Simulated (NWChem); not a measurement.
System: SiH$_{3}$Cl; SMILES [SiH3]Cl

The following NWChem deck was run.

```
start job
memory heap 200 mb stack 900 mb global 1100 mb
geometry units angstroms noautosym nocenter noautoz
  Si     0.000000     0.000000    -0.959954
  Cl     0.000000     0.000000     1.107816
  H     -0.787225    -1.168593    -1.442037
  H      1.405643    -0.097461    -1.442037
  H     -0.618418     1.266053    -1.442037
end
basis spherical
  * library def2-svp
end
dft
  xc pbe0
  iterations 150
end
cosmo
  do_cosmo_smd true
  solvent hexane
end
task dft energy
```

Coordinates come from a PBE0/def2-SVP optimisation. Solvent: n-hexane.

Level: PBE0/def2-SVP with SMD (1 M gas to 1 M solution), gas-phase geometry. Reactions with the solvent are ignored.

Question: Predict the main results of this run. (PBE0/def2-SVP, SMD on the gas-phase geometry.) Quantities: solvation free energy (kcal/mol); cavity-dispersion-structure term (kcal/mol); dipole in solution (D).

Answer: 
```json
{
 "solvation free energy (kcal/mol)": "-1.6",
 "cavity-dispersion-structure term (kcal/mol)": "-1.2",
 "dipole in solution (D)": "1.54"
}
```
